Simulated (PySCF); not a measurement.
Sr, quintet (a higher spin typed on purpose: for a closed-shell molecule this is an excited state) (core potentials on Sr); PySCF with CAMB3LYP/def2-SVP.

The PySCF input:
```python
from pyscf import gto, scf, dft

mol = gto.Mole()
mol.atom = '''
    Sr    0.00000000    0.00000000    0.00000000
'''
mol.basis = 'def2-svp'
mol.ecp = {'Sr': 'def2-svp'}
mol.spin = 4
mol.verbose = 5
mol.build()

mf = dft.ROKS(mol)
mf.xc = 'camb3lyp'
mf.kernel()
```

Q: Predict the main parts of the log of this PySCF run.

A: 
```
PySCF version 2.14.0

[INPUT] verbose = 5
[INPUT] max_memory = 4000
[INPUT] num. atoms = 1
[INPUT] num. electrons = 10
[INPUT] charge = 0
[INPUT] spin (= nelec alpha-beta = 2S) = 4
[INPUT] symmetry False subgroup None
[INPUT] Mole.unit = angstrom
[INPUT] Symbol           X                Y                Z      unit          X                Y                Z       unit  Magmom
[...]
[INPUT] ---------------- BASIS SET ----------------
[INPUT] l, kappa, [nprim/nctr], expnt,             c_1 c_2 ...
[INPUT] Sr
[...]
                                3.0691274814      -0.64852205985
                                0.70675488028     0.62064729022
[...]
                                1.664234          0.37856824234
                                0.59455471858     0.59874487803
                                0.26152621998     0.35314019512
[...]
                                0.996656          0.108098
                                0.390735          0.27854
                                0.12277           0.477318
[...]
nuclear repulsion = 0
number of shells = 9
number of NR pGTOs = 49
number of NR cGTOs = 23
basis = def2-svp
ecp = {'Sr': 'def2-svp'}

******** <class 'pyscf.dft.roks.ROKS'> ********
method = ROKS
initial guess = minao
damping factor = 0
level_shift factor = 0
DIIS = <class 'pyscf.scf.diis.CDIIS'>
diis_start_cycle = 1
diis_space = 8
diis_damp = 0
SCF conv_tol = 1e-09
SCF conv_tol_grad = None
SCF max_cycles = 50
direct_scf = True
direct_scf_tol = 1e-13
num. doubly occ = 3  num. singly occ = 4
XC library pyscf.dft.libxc version 7.1.2
    S. Lehtola, C. Steigemann, M. J. T. Oliveira, and M. A. L. Marques,  SoftwareX 7, 1–5 (2018)
XC functionals = camb3lyp
    T. Yanai, D. P. Tew, and N. C. Handy,  Chem. Phys. Lett. 393, 51 (2004)
radial grids:
    Treutler-Ahlrichs [JCP 102, 346 (1995); DOI:10.1063/1.469408] (M4) radial grids

becke partition: Becke, JCP 88, 2547 (1988); DOI:10.1063/1.454033
pruning grids: <function nwchem_prune>
grids dens level: 3
symmetrized grids: False
atomic radii adjust function: <function treutler_atomic_radii_adjust>
small_rho_cutoff = 0
Set gradient conv threshold to 3.16228e-05
atom Sr rad-grids = 95, ang-grids = [ 50  50  50  50  50  50  50  50  50  50  50  50  50  50  50  50  50  50
  50  50  50  50  50  50  50  50  50  50  50  86  86  86  86  86  86  86
  86  86  86  86  86  86  86  86  86  86 350 350 350 350 350 350 350 350
 350 350 350 434 434 434 434 434 434 434 434 434 434 434 434 434 434 434
 434 434 434 434 434 434 434 350 350 350 350 350 350 350 350 350 350 350
 350 350 350 350 350]
tot_boxes 729, boxes in each direction [7 7 7]
Padding 2 grids
tot grids = 21912
nelec by numeric integration = [5. 5.]
E1 = -44.38822260471596  E2 = 25.30082131745176  Ecoul = 31.01557049940354  Exc = -5.714749181951781
init E= -19.0874012872642
cond(S) = 33.82908641873835

WARN: HOMO 0.078277304171843 >= LUMO 0.0782773041718414

                  Roothaan           | alpha              | beta
  Highest 2-occ = -0.298283421160949 | -0.298283421160949 | -0.298283421160949
  Lowest 0-occ =  0.0782773041718414 | 0.0782773041718426 | 0.0782773041718426
  1-occ =         -0.298283421160948 | -0.298283421160948 | -0.298283421160948
  1-occ =         0.0316218104074197 |  0.031621810407422 | 0.0316218104074209
  1-occ =         0.0782773041718394 | 0.0782773041718418 | 0.0782773041718418
  1-occ =          0.078277304171843 | 0.0782773041718422 | 0.0782773041718422
  Roothaan mo_energy =
[-1.076633   -0.29828342 -0.29828342 -0.29828342  0.03162181  0.0782773
  0.0782773   0.0782773   0.11525347  0.11525347  0.11525347  0.11525347
  0.11525347  0.26607449  0.47585654  0.47585654  0.47585654  0.47585654
  0.47585654  0.51407175  0.51407175  0.51407175 31.19724495]
nelec by numeric integration = [7. 3.]
E1 = -42.442839968180564  E2 = 13.725701739741309  Ecoul = 16.955418654492867  Exc = -3.229716914751558
cycle= 1 E= -28.7171382284393  delta_E= -9.63  |g|= 1.45  |ddm|= 4.55
[...]
                  Roothaan           | alpha              | beta
  Highest 2-occ =  -1.73975685799385 |  -1.75341063724094 |  -1.72541764810871
  Lowest 0-occ =  -0.408991907999672 | -0.412298078427942 | -0.405733474155741
  1-occ =          -1.68445433671479 |  -1.81502418558039 |  -1.51759637565282
  1-occ =         -0.431605871105757 | -0.452568813446997 | -0.410667575000324
  1-occ =         -0.426408514793582 | -0.442454480086815 | -0.410372587387754
  1-occ =         -0.424641611367607 | -0.440168557694848 | -0.409114665031593
  Roothaan mo_energy =
[-2.54676104e+00 -1.74055437e+00 -1.73975686e+00 -1.68445434e+00
 -4.31605871e-01 -4.26408515e-01 -4.24641611e-01 -4.08991908e-01
 -4.08980675e-01 -3.63058897e-01 -2.15079802e-01 -2.14667560e-01
 -1.94440782e-01 -4.79230552e-02  2.76574426e-03  3.69808054e-03
  4.69879551e-03  7.77581057e-03  7.88742438e-03  2.89152769e-02
  3.01171106e-02  3.28339778e-02  2.85963076e+01]
nelec by numeric integration = [7. 3.]
E1 = -50.32410628677165  E2 = 20.701762686371488  Ecoul = 25.19650078009007  Exc = -4.494738093718583
cycle= 2 E= -29.6223436004002  delta_E= -0.905  |g|= 0.33  |ddm|= 4.68

WARN: HOMO 0.00931278889762011 >= LUMO -0.0584940720643619

                  Roothaan           | alpha              | beta
  Highest 2-occ = -0.961208147362771 | -0.828608512000869 | -0.758223883222847
  Lowest 0-occ =  -0.0584940720643619 | -0.0111960209642244 | 0.00803990485599627
  1-occ =         -0.854247859720669 | -0.882080136836239 | -0.475280546900549
  1-occ =         0.00167763601836293 | -0.0241029472542286 |  0.175569321660625
  1-occ =         0.00189181764088805 | -0.0241592141952639 |  0.176441597841384
  1-occ =         0.00931278889762011 | -0.0151463117515403 |  0.180105930178667
  Roothaan mo_energy =
[-1.68547111e+00 -9.62890084e-01 -9.61208147e-01 -8.54247860e-01
 -5.84940721e-02  1.67763602e-03  1.89181764e-03  9.31278890e-03
  1.10442767e-02  1.12373558e-02  2.27409292e-02  4.14273659e-02
[...]
  Lowest 0-occ =  -0.0434017860363056 | -0.0512278391729116 | -0.0355983741848894
  1-occ =         -0.850280561116934 |  -1.04630667892361 | -0.654364210418715
  1-occ =         -0.00652297990504165 | -0.110464573731632 | 0.0973510887632088
  1-occ =         -0.00647626014809169 | -0.110376561646415 | 0.0973870829156301
  1-occ =         -0.00213784088701297 |  -0.10943722321691 |  0.105131295390236
  Roothaan mo_energy =
[-1.68244242e+00 -9.58740177e-01 -9.58673450e-01 -8.50280561e-01
 -4.34017860e-02 -6.52297991e-03 -6.47626015e-03 -2.13784089e-03
  1.94120724e-02  1.94174480e-02  2.31373187e-02  4.74780921e-02
  4.74866349e-02  1.05123556e-01  1.26136351e-01  1.26166960e-01
  1.28234419e-01  1.44515593e-01  1.44529636e-01  2.65232157e-01
  2.65264777e-01  2.69699205e-01  2.96204109e+01]
nelec by numeric integration = [7. 3.]
E1 = -49.114735333395515  E2 = 19.389176597649147  Ecoul = 23.612450171640255  Exc = -4.223273573991107
cycle= 13 E= -29.7255587357464  delta_E= 1.5e-06  |g|= 9.37e-05  |ddm|= 0.0099

WARN: HOMO -0.00212277633949043 >= LUMO -0.0434074340495745

                  Roothaan           | alpha              | beta
  Highest 2-occ = -0.958703180401912 | -0.986979609025647 | -0.930451146497463
  Lowest 0-occ =  -0.0434074340495745 | -0.0512290370363676 | -0.0355991057129104
  1-occ =         -0.850297353862255 |  -1.04631046590352 |  -0.65436320671467
  1-occ =         -0.00651945334454871 | -0.110452336838471 | 0.0973552152244412
  1-occ =         -0.00649819452473632 | -0.110390309790486 | 0.0973849963684379
  1-occ =         -0.00212277633949043 | -0.109436045384251 |  0.105125076774511
  Roothaan mo_energy =
[-1.68245683e+00 -9.58733376e-01 -9.58703180e-01 -8.50297354e-01
 -4.34074340e-02 -6.51945334e-03 -6.49819452e-03 -2.12277634e-03
  1.94145650e-02  1.94170854e-02  2.31331189e-02  4.74774299e-02
  4.74784241e-02  1.05121094e-01  1.26144452e-01  1.26157973e-01
  1.28232648e-01  1.44512864e-01  1.44514455e-01  2.65239253e-01
  2.65253825e-01  2.69692584e-01  2.96203930e+01]
nelec by numeric integration = [7. 3.]
E1 = -49.11471513151967  E2 = 19.389157089867634  Ecoul = 23.612426218169013  Exc = -4.223269128301378
cycle= 14 E= -29.725558041652  delta_E= 6.94e-07  |g|= 4.75e-05  |ddm|= 0.00924

WARN: HOMO -0.0021396285531714 >= LUMO -0.0434119312936019

                  Roothaan           | alpha              | beta
  Highest 2-occ = -0.958732180060757 | -0.986989703198909 | -0.930480476181762
  Lowest 0-occ =  -0.0434119312936019 | -0.051230551593636 | -0.0356051044666686
  1-occ =         -0.850319038225053 |  -1.04631145890108 | -0.654363362382762
  1-occ =         -0.00652201311547175 | -0.110439250483401 | 0.0973635174334118
  1-occ =         -0.00652061617672555 | -0.110414417404104 | 0.0973792696005541
  1-occ =         -0.0021396285531714 | -0.109431990765266 |  0.105128348514192
  Roothaan mo_energy =
[-1.68247554e+00 -9.58733882e-01 -9.58732180e-01 -8.50319038e-01
 -4.34119313e-02 -6.52201312e-03 -6.52061618e-03 -2.13962855e-03
  1.94111832e-02  1.94112987e-02  2.31261832e-02  4.74707705e-02
  4.74712227e-02  1.05114861e-01  1.26146928e-01  1.26147419e-01
  1.28230109e-01  1.44504845e-01  1.44505541e-01  2.65238883e-01
  2.65239273e-01  2.69680230e-01  2.96203748e+01]
nelec by numeric integration = [7. 3.]
E1 = -49.114807409097935  E2 = 19.389249468845165  Ecoul = 23.61253858510136  Exc = -4.223289116256193
cycle= 15 E= -29.7255579402528  delta_E= 1.01e-07  |g|= 7.73e-06  |ddm|= 0.00506

WARN: HOMO -0.0021427173994486 >= LUMO -0.0434131354007747

                  Roothaan           | alpha              | beta
  Highest 2-occ = -0.958734939566744 | -0.986984623744762 | -0.930488902502482
  Lowest 0-occ =  -0.0434131354007747 | -0.0512268736388169 | -0.0355996619103454
  1-occ =         -0.850322097180283 |  -1.04629860041897 | -0.654349104937259
  1-occ =         -0.00652110747461183 | -0.110422137524661 | 0.0973779302193613
  1-occ =         -0.00651978873471451 | -0.110422105116011 | 0.0973803516886554
  1-occ =         -0.0021427173994486 |  -0.10942478922229 |  0.105137422407145
  Roothaan mo_energy =
[-1.68247882e+00 -9.58736635e-01 -9.58734940e-01 -8.50322097e-01
 -4.34131354e-02 -6.52110747e-03 -6.51978873e-03 -2.14271740e-03
  1.94104477e-02  1.94105605e-02  2.31257039e-02  4.74690302e-02
  4.74691019e-02  1.05114041e-01  1.26146484e-01  1.26147092e-01
  1.28229920e-01  1.44502781e-01  1.44502974e-01  2.65237705e-01
  2.65238136e-01  2.69679074e-01  2.96203711e+01]
nelec by numeric integration = [7. 3.]
E1 = -49.114804203744114  E2 = 19.38924626335291  Ecoul = 23.612534039862286  Exc = -4.223287776509379
cycle= 16 E= -29.7255579403912  delta_E= -1.38e-10  |g|= 4.58e-06  |ddm|= 0.000191

WARN: HOMO -0.00214447577800914 >= LUMO -0.0434136037575907

                  Roothaan           | alpha              | beta
  Highest 2-occ = -0.958737018775908 | -0.986984882646877 | -0.930489143041218
  Lowest 0-occ =  -0.0434136037575907 | -0.051227175350963 | -0.0356002025029415
  1-occ =         -0.850324518583782 |  -1.04629923338438 | -0.654349781170346
  1-occ =         -0.00652254915706441 | -0.110422354506227 | 0.0973773989217779
  1-occ =         -0.00652126653418233 | -0.110422239240069 | 0.0973798534155285
  1-occ =         -0.00214447577800914 | -0.109425559748706 |  0.105137250210615
  Roothaan mo_energy =
[-1.68248114e+00 -9.58738680e-01 -9.58737019e-01 -8.50324519e-01
 -4.34136038e-02 -6.52254916e-03 -6.52126653e-03 -2.14447578e-03
  1.94098686e-02  1.94099844e-02  2.31251592e-02  4.74682098e-02
  4.74682953e-02  1.05113344e-01  1.26146273e-01  1.26146879e-01
  1.28229046e-01  1.44501764e-01  1.44501986e-01  2.65236818e-01
  2.65237228e-01  2.69677898e-01  2.96203685e+01]
nelec by numeric integration = [7. 3.]
E1 = -49.11481779332295  E2 = 19.38925985260051  Ecoul = 23.612550211022228  Exc = -4.223290358421718
Extra cycle  E= -29.7255579407224  delta_E= -3.31e-10  |g|= 4.39e-06  |ddm|= 6.17e-05
converged SCF energy = -29.7255579407224
```
